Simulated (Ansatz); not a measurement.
Cost and result up the ladder for SiFCl3 (SiCl3F) (5 atoms). The state is a singlet with charge 0. Geometry: PBE-D4/def2-SVP.

```tsv
atom	x (Å)	y (Å)	z (Å)
Si1	-0.044	-0.019	0.041
F2	-1.168	-0.496	1.104
Cl3	-0.676	-0.520	-1.836
Cl4	1.708	-0.971	0.486
Cl5	0.180	2.006	0.205
```

Ansatz on 4 threads of Arm Neoverse V2 on a shared host. Times are rough, and most runs start from the orbitals of an earlier one. ωB97M-V/def2-TZVP serves as the yardstick here, not as an exact answer. Differences are given only for rows in sets of like size (and for xTB, whose basis is part of the method), since another set adds its own error. Binding counts from free atoms at the same level (Si triplet, F doublet, Cl doublet; other spins of the atoms weren't run), without zero-point energy or a counterpoise term.

B3LYP takes the VWN-RPA correlation. Correlated methods freeze 21 core orbitals.

Correlated methods converge slowly with the basis.

```json
{"level": "HF/STO-3G", "functions": "41", "wall time": "0.1 s", "binding energy per atom (eV)": "2.63", "difference from ωB97M-V/def2-TZVP (eV)": "–"}
{"level": "PBE-D4/def2-SVP", "functions": "86", "wall time": "0.6 s", "binding energy per atom (eV)": "3.75", "difference from ωB97M-V/def2-TZVP (eV)": "–"}
{"level": "B3LYP-D4/6-31G", "functions": "61", "wall time": "0.7 s", "binding energy per atom (eV)": "2.73", "difference from ωB97M-V/def2-TZVP (eV)": "–"}
{"level": "LDA (SPW92)/def2-TZVP", "functions": "179", "wall time": "0.75 s", "binding energy per atom (eV)": "4.29", "difference from ωB97M-V/def2-TZVP (eV)": "0.53"}
{"level": "PBE0-D4/def2-SVP", "functions": "86", "wall time": "0.9 s", "binding energy per atom (eV)": "3.64", "difference from ωB97M-V/def2-TZVP (eV)": "–"}
{"level": "BLYP-D4/def2-TZVP", "functions": "179", "wall time": "1.3 s", "binding energy per atom (eV)": "3.65", "difference from ωB97M-V/def2-TZVP (eV)": "-0.11"}
{"level": "PBE-D4/def2-TZVP", "functions": "179", "wall time": "1.3 s", "binding energy per atom (eV)": "3.80", "difference from ωB97M-V/def2-TZVP (eV)": "0.04"}
{"level": "MP2/def2-TZVP", "functions": "179", "wall time": "1.5 s", "binding energy per atom (eV)": "3.80", "difference from ωB97M-V/def2-TZVP (eV)": "0.04"}
{"level": "RPA@PBE/def2-TZVP", "functions": "179", "wall time": "2.7 s", "binding energy per atom (eV)": "3.26", "difference from ωB97M-V/def2-TZVP (eV)": "-0.50"}
{"level": "PBE0-D4/def2-TZVP (with forces)", "functions": "179", "wall time": "3 s", "binding energy per atom (eV)": "3.71", "difference from ωB97M-V/def2-TZVP (eV)": "-0.05"}
{"level": "r2SCAN-D4/def2-TZVP", "functions": "179", "wall time": "3.1 s", "binding energy per atom (eV)": "3.77", "difference from ωB97M-V/def2-TZVP (eV)": "0.01"}
{"level": "r2SCAN-D4/def2-TZVPD", "functions": "221", "wall time": "4.4 s", "binding energy per atom (eV)": "3.77", "difference from ωB97M-V/def2-TZVP (eV)": "0.01"}
{"level": "ωB97M-V/def2-TZVP", "functions": "179", "wall time": "6 s", "binding energy per atom (eV)": "3.76", "difference from ωB97M-V/def2-TZVP (eV)": "0.00"}
{"level": "CCSD(T)/def2-TZVPP", "functions": "199", "wall time": "50 s", "binding energy per atom (eV)": "3.59", "difference from ωB97M-V/def2-TZVP (eV)": "-0.17"}
```
